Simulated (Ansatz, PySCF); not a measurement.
Pb(OMe)(NH2) (CH5NOPb), SMILES [NH2][Pb][O]C (connectivity only; charge and spin as stated), neutral, multiplicity 1. Atoms are numbered in the order given.

```xyz
9

Pb    -0.1076     0.1980     0.4835
O      1.5863     0.1486    -0.7867
C      1.5749    -0.2834    -2.1012
H      0.9054     0.3127    -2.7589
H      2.5911    -0.2051    -2.5337
H      1.2638    -1.3445    -2.2174
N     -1.4292    -0.5745    -1.0059
H     -1.1506    -0.8225    -1.9509
H     -2.4212    -0.7434    -0.8688
```

Geometry optimised at PBE0-D3(BJ)/def2-SVP. The def2 effective core potentials stand for the cores of Pb; spin–orbit coupling is left out. One conformer was computed; it need not be the lowest.

Two levels are set side by side: PBE-D3(BJ)/def2-SVP (Ansatz, a first-principles code) and PBE0-D3(BJ)/def2-SVP (Ansatz). Each level has its own optimised geometry; the coordinates shown are those of the second. Frequencies come from the Hessian of PySCF at each geometry. Differences are taken from unrounded values.

```tsv
quantity	PBE0-D3(BJ)
mean bond length (Å)	1.375
bond Pb1–O2 (Å)	2.118
bond Pb1–N7 (Å)	2.136
bond O2–C3 (Å)	1.384
bond C3–H4 (Å)	1.112
bond C3–H5 (Å)	1.107
bond C3–H6 (Å)	1.112
bond N7–H8 (Å)	1.016
bond N7–H9 (Å)	1.016
highest harmonic wavenumber (cm⁻¹)	3698
mean harmonic wavenumber (cm⁻¹)	1360
zero-point energy (kcal/mol)	40.83
```

Q: What does PBE-D3(BJ) give, and how far is it from PBE0-D3(BJ)? (The exact figures need the calculation; the answer reports its results.)

A: 
```tsv
quantity	PBE-D3(BJ)	PBE-D3(BJ) minus PBE0-D3(BJ)
mean bond length (Å)	1.390	0.015
bond Pb1–O2 (Å)	2.152	0.034
bond Pb1–N7 (Å)	2.165	0.029
bond O2–C3 (Å)	1.397	0.013
bond C3–H4 (Å)	1.121	0.010
bond C3–H5 (Å)	1.116	0.009
bond C3–H6 (Å)	1.121	0.010
bond N7–H8 (Å)	1.025	0.009
bond N7–H9 (Å)	1.025	0.009
highest harmonic wavenumber (cm⁻¹)	3573	-125
mean harmonic wavenumber (cm⁻¹)	1308	-52
zero-point energy (kcal/mol)	39.26	-1.57
```

Exact exchange shortens and stiffens bonds; PBE has none. Differences between two approximate levels are no errors against the true value.
